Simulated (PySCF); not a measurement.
## How methods differ on the fine-structure interval of Ga

Ga [Ar] 3d10 4s2 4p1 [4p1/2^1, M_J = 1/2] → Ga [Ar] 3d10 4s2 4p1 [4p3/2^1, M_J = 3/2], as a difference of total energies. Calculation: PySCF 2.14, in x2c-QZVPPall-2c (11s9p5d4f1g, 100 functions); the two-component X2C-1e Hamiltonian. Correlated levels: [Ne] frozen; the 8 highest virtual spinors dropped. "Screened" scales the spin-orbit matrix elements by Boettger's factors to mimic the two-electron term; Breit and QED terms are absent.

```tsv
method	fine-structure interval (cm⁻¹)
GHF (screened spin-orbit)	1462.4
GMP2 (screened spin-orbit)	630.85
GHF (bare spin-orbit)	1506.2
```

Errors of the correlated levels include the incompleteness of this basis and the frozen core.

GHF and GMP2 differ strongly here because the two determinants are spin-polarised to different degrees; the interval is a small difference of such terms.

For comparison: 826.19 cm⁻¹ (measured; NIST Handbook of Basic Atomic Spectroscopic Data (Sansonetti and Martin, J. Phys. Chem. Ref. Data 34, 1559 (2005))).
